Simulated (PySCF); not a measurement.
PySCF input (HF/def2-TZVPD):

```python
from pyscf import gto, scf, dft

mol = gto.M(
    atom='''
    B     0.16290196    0.73925613    0.22572865
    O     0.75277228   -0.45097268   -0.06342708
    C     2.15937113   -0.63176044    0.00744539
    O    -1.18206628    0.87051336    0.14605547
    C    -2.00561088   -0.22813965   -0.24009383
    H     0.80315283    1.69319536    0.55449339
    H     2.66543467    0.28629043    0.31424497
    H     2.52886115   -0.93498051   -0.97318009
    H     2.38068207   -1.42142476    0.72685025
    H    -1.74811895   -0.57547989   -1.24226965
    H    -1.89616423   -1.06148491    0.45622566
    H    -3.03656688    0.12067883   -0.23014422
    ''',
    basis='def2-tzvpd',
    charge=0,
    spin=0,
    verbose=4,
)

mf = scf.RHF(mol).density_fit(auxbasis='def2-universal-jkfit')
mf.conv_tol = 1e-9
mf.max_cycle = 100
mf.max_memory = 1500
mf.kernel()
if not mf.converged:
    mf = mf.newton()
    mf.kernel(mf.make_rdm1())
mf.analyze()
```

End of the output:

```
Extra cycle  E= -254.407573891749  delta_E= -1.14e-11  |g|= 2.61e-06  |ddm|= 1.39e-05
converged SCF energy = -254.407573891749
**** SCF Summaries ****
Total Energy =                        -254.407573891749166
Nuclear Repulsion Energy =             173.460059817808428
One-electron Energy =                 -691.203288436423009
Two-electron Energy =                  263.335654726865414
Two-electron Coulomb Energy =          296.705629449431910
DFT Exchange-Correlation Energy =      -33.369974722566496
HOMO-LUMO gap [eV] =                    13.701398963710654
**** MO energy ****
MO #1   energy= -20.5628081862583  occ= 2
MO #2   energy= -20.5538447967165  occ= 2
MO #3   energy= -11.281224667631   occ= 2
MO #4   energy= -11.2703619076312  occ= 2
MO #5   energy= -7.62775703093832  occ= 2
MO #6   energy= -1.38571521244661  occ= 2
MO #7   energy= -1.34898430366566  occ= 2
MO #8   energy= -0.945557424237105 occ= 2
MO #9   energy= -0.932463043781349 occ= 2
MO #10  energy= -0.729298712487054 occ= 2
MO #11  energy= -0.678299883267087 occ= 2
MO #12  energy= -0.656105826744168 occ= 2
MO #13  energy= -0.645362026254733 occ= 2
MO #14  energy= -0.617554855115344 occ= 2
MO #15  energy= -0.594488931507115 occ= 2
MO #16  energy= -0.530138357971509 occ= 2
MO #17  energy= -0.495514659404158 occ= 2
MO #18  energy= -0.489958217740788 occ= 2
MO #19  energy= -0.47213052739052  occ= 2
MO #20  energy= -0.44842280524491  occ= 2
MO #21  energy= 0.0550943237113408 occ= 0
MO #22  energy= 0.0780110708224978 occ= 0
MO #23  energy= 0.0826711057157885 occ= 0
MO #24  energy= 0.0929731419581985 occ= 0
MO #25  energy= 0.108549299383507  occ= 0
MO #26  energy= 0.121452839053925  occ= 0
MO #27  energy= 0.130035834286138  occ= 0
MO #28  energy= 0.136710530978263  occ= 0
MO #29  energy= 0.148351920686845  occ= 0
MO #30  energy= 0.162132023848405  occ= 0
MO #31  energy= 0.1665078309236    occ= 0
MO #32  energy= 0.182661592597875  occ= 0
MO #33  energy= 0.194816244796814  occ= 0
MO #34  energy= 0.209190373757628  occ= 0
MO #35  energy= 0.218144980128722  occ= 0
MO #36  energy= 0.21831308387652   occ= 0
MO #37  energy= 0.222422576140528  occ= 0
MO #38  energy= 0.22619558432378   occ= 0
MO #39  energy= 0.243819450806756  occ= 0
MO #40  energy= 0.24815839165579   occ= 0
MO #41  energy= 0.270836062501265  occ= 0
MO #42  energy= 0.277329157184492  occ= 0
MO #43  energy= 0.300443412446322  occ= 0
MO #44  energy= 0.30385521668835   occ= 0
MO #45  energy= 0.310263724615042  occ= 0
MO #46  energy= 0.317943159914559  occ= 0
MO #47  energy= 0.32846290654342   occ= 0
MO #48  energy= 0.333491633491048  occ= 0
MO #49  energy= 0.34168430006469   occ= 0
MO #50  energy= 0.342634516893241  occ= 0
MO #51  energy= 0.349787845225725  occ= 0
MO #52  energy= 0.350972195349969  occ= 0
MO #53  energy= 0.359404409894765  occ= 0
MO #54  energy= 0.373861394991027  occ= 0
MO #55  energy= 0.380714012408048  occ= 0
MO #56  energy= 0.387303460837376  occ= 0
MO #57  energy= 0.392053119094794  occ= 0
MO #58  energy= 0.394499977059975  occ= 0
MO #59  energy= 0.413833776021154  occ= 0
MO #60  energy= 0.419435781660458  occ= 0
MO #61  energy= 0.42211283457263   occ= 0
MO #62  energy= 0.42597294060294   occ= 0
MO #63  energy= 0.428139023740865  occ= 0
MO #64  energy= 0.432983967583965  occ= 0
MO #65  energy= 0.450918478792772  occ= 0
MO #66  energy= 0.456333972770216  occ= 0
MO #67  energy= 0.459230012013384  occ= 0
MO #68  energy= 0.463706022749034  occ= 0
MO #69  energy= 0.490638795794231  occ= 0
MO #70  energy= 0.496090509231495  occ= 0
MO #71  energy= 0.496463513960768  occ= 0
MO #72  energy= 0.499716471268046  occ= 0
MO #73  energy= 0.502863503997951  occ= 0
MO #74  energy= 0.515855812389475  occ= 0
MO #75  energy= 0.517080013132889  occ= 0
MO #76  energy= 0.531350448582436  occ= 0
MO #77  energy= 0.552206452208023  occ= 0
MO #78  energy= 0.571187919233049  occ= 0
MO #79  energy= 0.572830989761724  occ= 0
MO #80  energy= 0.579786084488544  occ= 0
MO #81  energy= 0.593550950811074  occ= 0
MO #82  energy= 0.619969070889147  occ= 0
MO #83  energy= 0.621608763410042  occ= 0
MO #84  energy= 0.640216068402005  occ= 0
MO #85  energy= 0.652270390928987  occ= 0
MO #86  energy= 0.664097404574448  occ= 0
MO #87  energy= 0.704531312826704  occ= 0
MO #88  energy= 0.709561189586644  occ= 0
MO #89  energy= 0.712850447803575  occ= 0
MO #90  energy= 0.746946191722049  occ= 0
MO #91  energy= 0.760064480505759  occ= 0
MO #92  energy= 0.772162351811852  occ= 0
MO #93  energy= 0.773342208749434  occ= 0
MO #94  energy= 0.777021134473204  occ= 0
MO #95  energy= 0.794147044557941  occ= 0
MO #96  energy= 0.811791594258856  occ= 0
MO #97  energy= 0.82886882653919   occ= 0
MO #98  energy= 0.834753776036845  occ= 0
MO #99  energy= 0.858444148335646  occ= 0
MO #100 energy= 0.884315484129834  occ= 0
MO #101 energy= 0.887586083670125  occ= 0
MO #102 energy= 0.916306494686528  occ= 0
MO #103 energy= 0.918925062250947  occ= 0
MO #104 energy= 0.92912482614723   occ= 0
MO #105 energy= 0.931417902564656  occ= 0
MO #106 energy= 0.959524397409995  occ= 0
MO #107 energy= 0.964585645125577  occ= 0
[...]
```
